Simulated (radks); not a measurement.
Results of a calculation; reference values are marked as such.
Effect of the nuclear size on the zirconium ion Zr+, [Kr] 4d2 5s1. Level of theory: Dirac Kohn-Sham, exchange-only LDA, spin-unpolarised, spherical densities, finite nucleus; open shells are shared between the two j in proportion to 2j + 1; Fermi nuclear charge, rms radius 4.2694 fm (a radial shooting solver on a logarithmic mesh with Libxc functionals). The rms radius is varied about that value; shifts are against it.

rms radius (fm)  total energy shift (eV)  density at nucleus (e/bohr^3)  1s1/2 shift (meV)  2s1/2 shift (meV)  4p1/2 shift (meV)  5s1/2 shift (meV)
3.4454                            -0.381                      7.599e+04               -161              -16.9              0.055             -0.043
4.0474                            -0.110                      7.479e+04              -46.5              -4.89              0.016             -0.013
4.2694                                 0                       7.44e+04              0.000              0.000              0.000              0.000
4.4316                            0.0837                      7.413e+04               35.4               3.72             -0.012              0.010
5.2812                             0.568                      7.286e+04                240               25.2             -0.082              0.065

Slopes of the eigenvalues against <r^2> in GHz/fm^2, as finite differences over the two radii next to the reference (eigenvalue slopes, not the field-shift constants of lines): 1s1/2 6080, 2s1/2 639, 4p1/2 -2.09.
